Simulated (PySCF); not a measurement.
Simulated outer-valence photoelectron spectrum of `CCO[SiH3]`. Computed with EOM-IP-CCSD/aug-cc-pVDZ in PySCF, restricted Hartree–Fock reference, frozen core, non-relativistic, gas phase, PBE0-D3(BJ)/def2-SVP geometry.

Each root has a Gaussian of 0.6 eV full width with its one-hole share as area; cross sections and vibrations are left out, and the highest printed point is 100.

| ionisation energy (eV) | intensity |
| --- | --- |
| 9.6 | 1 |
| 9.8 | 6 |
| 10.0 | 21 |
| 10.2 | 44 |
| 10.4 | 50 |
| 10.6 | 36 |
| 10.8 | 34 |
| 11.0 | 48 |
| 11.2 | 47 |
| 11.4 | 26 |
| 11.6 | 8 |
| 11.8 | 5 |
| 12.0 | 22 |
| 12.2 | 64 |
| 12.4 | 100 |
| 12.6 | 84 |
| 12.8 | 40 |
| 13.0 | 19 |
| 13.2 | 39 |
| 13.4 | 84 |
| 13.6 | 100 |
| 13.8 | 65 |
| 14.0 | 28 |
| 14.2 | 25 |
| 14.4 | 44 |
| 14.6 | 49 |
| 14.8 | 30 |
| 15.0 | 11 |
| 15.2 | 8 |
| 15.4 | 22 |
| 15.6 | 44 |
| 15.8 | 48 |
| 16.0 | 28 |
| 16.2 | 9 |
| 16.4 | 1 |
| 16.6 | 0 |

Q: Where are the maxima, and how many lines lie under the curve?

A: 6 maxima, at 10.3, 11.1, 12.4, 13.6, 14.5 and 15.7 eV, from 8 lines. At this width some lines have no maximum of their own.

Q: List the lines with their holes.

A: 
```csv
E (eV),leading hole (HF orbital),area,Koopmans (eV)
10.33,HOMO,0.95,11.75
11.11,HOMO-1,0.95,12.46
12.44,HOMO-2,0.95,13.11
12.45,HOMO-3,0.95,13.22
13.55,HOMO-5,0.95,14.70
13.56,HOMO-4,0.96,14.44
14.54,HOMO-6,0.94,16.11
15.73,HOMO-7,0.93,16.96
```

The widest gap, 1.33 eV, lies between 11.11 and 12.44 eV. Only orbitals with −ε under 21 eV, eight at most, were ionised, so the high end of the curve may lack lines.

Conformer computed: `[CH3:1][CH2:2][O:3][SiH3:4]`: C1–C2–O3–Si4 180°.

One conformer stands for the species.
